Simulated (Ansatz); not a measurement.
Gas-phase electronic energies from Ansatz, PBE0-D4/def2-TZVP geometries. CBS: MP2 limit from def2 TZ/QZ plus the TZ coupled-cluster correction, frozen cores. This one scheme is used for every species. Functionals use def2-TZVPP. For Zn outer-core shells are correlated without core-valence functions, which leaves a few kJ/mol of doubt a bond. Scalar relativity is left out up to krypton. Each species was taken in one conformer, which may not be the lowest.

Consider the ligand exchange at a Zn–C bond: `[CH3][Zn][CH](F)S` + CH₃OH → `C[O][Zn][CH3]` + `FCS`.

CCSD(T)/CBS gives -64.3 kJ/mol.

Another level gave -81.2 kJ/mol. Which?
A. BHLYP-D4/def2-TZVPP
B. HF/def2-TZVPP
C. r2SCAN0/def2-TZVPP
D. revPBE/def2-TZVPP

B. HF/def2-TZVPP -81.2, r2SCAN0 -64.7, revPBE -58.0, BHLYP-D4 -68.7 kJ/mol.

Largest T1 diagnostic among the species: 0.015.

In def2-TZVPP, CCSD(T) changes the Hartree–Fock value by +15.2 kJ/mol (the triples alone add +2.5 kJ/mol) and MP2 by +13.7 kJ/mol. At CCSD(T), def2-SVP lies −10.5 kJ/mol from the extrapolated value and def2-TZVPP −1.7 kJ/mol.
